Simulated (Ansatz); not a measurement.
All numbers were calculated with Ansatz.

A structure relaxed at PBE0-D4/def2-TZVP, charge 0, multiplicity 1:

```tsv
atom	x (Å)	y (Å)	z (Å)
C1	-0.2235	-0.6207	1.6516
Si2	-0.7088	0.2595	0.0940
Cl3	-2.3955	-0.6422	-0.6704
Cl4	-1.1884	2.2069	0.5633
Ge5	0.9496	0.2942	-1.6082
H6	0.0130	-1.6653	1.4361
H7	-1.0434	-0.5883	2.3724
H8	0.6534	-0.1443	2.0959
H9	1.3060	-1.1441	-2.0185
H10	0.4202	1.0547	-2.8308
H11	2.2173	0.9896	-1.0855
```

(1) Give its formula and SMILES.

(2) Point group (tolerance 0.08 Å, 0.16 Å for H)?

(3) Summarise the bond lengths by kind.

Results:

(1) CH6Cl2GeSi, `C[Si](Cl)(Cl)[GeH3]`.

(2) Cs.

(3) 1 × C–Si 1.854 Å; 3 × C–H 1.092 Å; 2 × Cl–Si 2.060 Å; 1 × Ge–Si 2.377 Å; 3 × Ge–H 1.534 to 1.537 Å.
